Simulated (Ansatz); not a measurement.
**Reading a saddle point**

A first-order saddle point of BH$_{2}$ClF$_{2}$, closed shell, PBE0-D4/def2-TZVP, with one imaginary mode of 997i cm⁻¹:

```
6
angstrom
B -0.0912 -0.1241 -0.4135
Cl 0.1789 1.4628 0.9443
F 0.8904 -0.0939 -1.2988
F -1.3596 -0.1497 -0.7860
H 0.2348 -0.0831 1.0212
H 0.1466 -1.0121 0.5329
```

Ansatz 0.2.0; basis: def2-TZVPP and def2-QZVPP; cores frozen in the correlated methods. Extrapolation: Hartree–Fock as exp(−7.88 √X), correlation as X^−2.97.

(1) Which contacts change along the imaginary mode, and what lies on either side? (Judge from chemistry; the calculation decides.)

(2) Which side is lower, and how far does the saddle lie above each? (An estimate is asked for; the value comes from the calculation.)

No T1 diagnostic of these runs exceeds 0.013. The start structure is not quite a true minimum (one mode of 27i cm⁻¹). The end structure is not quite a true minimum (one mode of 61i cm⁻¹).

Answers

(1) By the calculation: The step is BClF₂ ([F][B]([F])[Cl]) + H₂ → BHF₂ ([F][BH][F]) + HCl, with the molecules in contact on both sides. Shortening one way: B1–H6, Cl2–H5; lengthening the same way: B1–Cl2, H5–H6.
```csv
pair,one side (Å),saddle (Å),other side (Å)
B1–H6,2.99,1.32,1.19
Cl2–H5,3.38,1.55,1.28
B1–Cl2,1.74,2.11,3.20
H5–H6,0.75,1.05,3.31
```

(2) The calculation gives: The side with B1–Cl2, H5–H6 short is lower by 48.0 kJ/mol; the saddle lies 178.4 kJ/mol above it and 130.3 kJ/mol above the other (CCSD(T) at an estimated basis limit (MP2 extrapolated from triple and quadruple zeta, plus CCSD(T) − MP2 in triple zeta); electronic energies).

Labels in which every atom is bracketed show which atoms are joined, not bond orders.

For scale, one of the runs: CCSD(T)/def2-TZVPP, 163 basis functions, launched by `ansatz run in.yaml --threads 2 --pin off --events-out ev --progress --plain --max-ram 4352MiB`. Time: 36 s of wall clock on 2 CPU threads of an AMD EPYC 7R43; the host was shared. Peak host memory: 1.3 GiB.
